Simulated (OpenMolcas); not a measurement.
Ni3+ among 2 point charges of -1.5 e arranged as a linear pair (D∞h), 1.9 Å from the ion.
```
   0.0000    0.0000    1.9000  -1.50
   0.0000    0.0000   -1.9000  -1.50
```

```yaml
Program: OpenMolcas
Method: "SS-CASPT2, IPEA 0.25 Eh, imaginary shift 0.1 Eh (closed shells correlated: 3s 3p)"
Basis: ANO-RCC-VDZP [5s4p2d1f]
Scalar_Hamiltonian: DKH2, point nucleus
Active_space: 7 electrons in 5 orbitals (3d)
State_averaging: 2S+1 = 4 even, 10 roots; 2S+1 = 2 even, 40 roots
Spin-orbit_coupling: RASSI with atomic mean-field integrals over the reference wave functions
```

What is the spin-free ground state (labels by Λ)?

4Φ, 2-fold in its orbital part, 100 % from free-ion F terms; it has the highest spin that d7 allows.

Where is the first state of the same spin?

4Σ at 1880 cm-1 above the ground state.

What are the lowest two levels with spin-orbit coupling?

A 2-fold level with g = 0.00, 0.00, 12.00, then a 2-fold level 720 cm-1 above it. Their leading multiplicities are 4 (100 %) and 4 (100 %).

What is χT at 300 K, and how does it compare with the textbook value?

The lowest level has 2S+1 = 4, for which the spin-only value is χT = S(S+1) / 2 = 1.875 cm3 K/mol (g = 2). The computed 4.949 at 300 K differs by +3.074, through orbital momentum, spin-orbit coupling and any other state in reach.

Point charges give a weaker field than real ligands, and real ions of this kind are often low spin; the high spin found here belongs to the model. The ground term spreads over less than 5000 cm-1, several times less than with real ligands, so orbital moments are less quenched and χT lies further from the spin-only value than at real sites. Free-ion shares, where given, are those of the reference states; single-state CASPT2 does not remix them. Point charges carry no covalency, so the field is a model and not that of real ligands. No measured value stands beside these numbers.
